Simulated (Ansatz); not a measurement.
Born–Oppenheimer molecular dynamics of ClH7OSi3 (12 atoms, charge 0, multiplicity 1). It starts from a relaxed structure.

Method: RKS PBE/STO-3G (Ansatz 0.2.0).

```
ensemble        : NVT, Langevin thermostat
time step       : 0.5 fs
steps asked     : 100
set temperature : 400 K
friction        : 0.02 /fs
seed            : 153236
```

First frame:

```xyz
12
Properties=species:S:1:pos:R:3
Si -0.025 -0.088 -0.415
Cl -0.502 -0.661 1.603
Si 2.226 0.064 -0.659
H 2.837 -1.225 -0.370
H 2.543 0.430 -2.032
H 2.782 1.066 0.235
O -0.716 1.424 -0.769
Si -2.446 1.488 -0.811
H -3.023 1.406 0.528
H -2.765 2.779 -1.403
H -3.003 0.415 -1.633
H -0.637 -1.165 -1.208
```

**Question.** How far do the bonds stretch over the last three quarters of this one trajectory? (Pairs bonded in most of those frames.)

**Answer.** 
```
   bond  mean (Å)  spread (Å)  shortest  longest
Si1–Cl2     2.190       0.032      2.11     2.23
Si1–Si3     2.286       0.012      2.26     2.31
 Si1–O7     1.685       0.025      1.64     1.73
Si1–H12     1.475       0.045      1.40     1.55
 Si3–H4     1.460       0.030      1.40     1.51
 Si3–H5     1.461       0.021      1.42     1.50
 Si3–H6     1.456       0.037      1.40     1.53
 O7–Si8     1.719       0.032      1.68     1.80
 Si8–H9     1.467       0.045      1.38     1.54
Si8–H10     1.462       0.020      1.42     1.50
Si8–H11     1.467       0.018      1.43     1.50
```

Mean temperature of the second half: 286 K. The mean temperature of the second half is 29 % below the set value. A run of 0.05 ps of so small a system gives no equilibrium averages. Limits of this set-up: minimal basis.

The run took 4.7 min on 1 thread of Arm Neoverse V1, with other jobs on the host, peak memory 0.096 GiB.
